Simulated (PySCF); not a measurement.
CH₄N, SMILES [NH]C, multiplicity 2. Atoms are numbered in the order given.

```xyz
6

C     -0.0122    -0.6227     0.0000
N      0.1531     0.7973     0.0000
H     -0.5841    -0.9629     0.8772
H      0.9564    -1.1254     0.0000
H     -0.5841    -0.9629    -0.8772
H     -0.7863     1.2066     0.0000
```
Charge 0, spin multiplicity 2.

Geometry: PBE0-D3(BJ)/def2-TZVP. The isomer is the one that the SMILES or the coordinates give; other isomers of the formula were not compared.

Calculation: TDA-PBE/def2-TZVPD (PySCF).

Vertical excitations. Isolated molecule, no solvent.

Give excitation energies, oscillator strengths and character. (An estimate is asked for; the answer gives what the named calculation found.)


```csv
state,energy (eV),λ (nm),f,main pairs
root 1,2.33,531,0.001,β HOMO→LUMO 100 %
root 2,5.79,214,0.000,"α HOMO→LUMO 58 %, β HOMO−1→LUMO 42 %"
root 3,5.91,210,0.002,"α HOMO→LUMO 42 %, β HOMO−1→LUMO 58 %"
root 4,5.97,208,0.001,"α HOMO−1→LUMO 6 %, β HOMO→LUMO+1 93 %"
root 5,6.40,194,0.002,"α HOMO−1→LUMO 92 %, β HOMO→LUMO+1 6 %"
root 6,6.71,185,0.015,α HOMO→LUMO+1 100 %
root 7,6.82,182,0.010,β HOMO→LUMO+2 82 %
root 8,6.93,179,0.043,"α HOMO−1→LUMO+1 14 %, β HOMO−2→LUMO 76 %"
root 9,7.30,170,0.068,"α HOMO−1→LUMO+1 81 %, β HOMO→LUMO+2 11 %, β HOMO−2→LUMO 7 %"
root 10,7.54,165,0.003,β HOMO−3→LUMO 95 %
```
Unrestricted roots are not spin-pure.
